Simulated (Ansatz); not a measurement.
Conformers and stereoisomers of C3H2F4, SMILES `FC1C(F)C1(F)F`, each relaxed with PBE0-D4/def2-TZVP in Ansatz. CBS adds the triple-zeta coupled-cluster correction to the MP2 limit.

Not all of them had a frequency check.

Conformer A:

Cartesian coordinates in Å:
```
F 0.002 0.400 1.895
C -0.316 -0.279 0.779
C -0.504 0.518 -0.513
F -0.342 1.851 -0.461
C 0.699 -0.338 -0.309
F 0.829 -1.463 -1.022
F 1.871 0.253 -0.115
H -0.963 -1.133 0.950
H -1.275 0.191 -1.204
```

Conformer B:

Cartesian coordinates in Å:
```
F 1.118 1.596 0.393
C 0.013 0.864 0.140
C 0.108 -0.299 -0.816
F -0.880 -0.492 -1.712
C -0.115 -0.535 0.640
F 0.872 -1.092 1.340
F -1.307 -0.932 1.081
H -0.910 1.437 0.117
H 1.101 -0.547 -1.181
```

(1) Which is lowest in electronic energy at CCSD(T)/CBS (frozen core, def2 sets), and by how much? (Best estimate.)

(2) Give the energies relative to B (kJ/mol) with r2SCAN-D4/def2-TZVPP, PBE/def2-TZVPP, HF/def2-TZVPP, CCSD/def2-TZVPP, CCSD(T)/def2-TZVPP, MP2/def2-QZVPP, HF/CBS(def2). (Best estimate.)

Answers

(1) The calculation gave: B; A lies 10.3 kJ/mol higher.

(2) Ansatz gave: 
| level | A |
| --- | --- |
| r2SCAN-D4/def2-TZVPP | 10.4 |
| PBE/def2-TZVPP | 11.3 |
| HF/def2-TZVPP | 10.5 |
| CCSD/def2-TZVPP | 10.4 |
| CCSD(T)/def2-TZVPP | 10.4 |
| MP2/def2-QZVPP | 11.1 |
| HF/CBS(def2) | 10.3 |
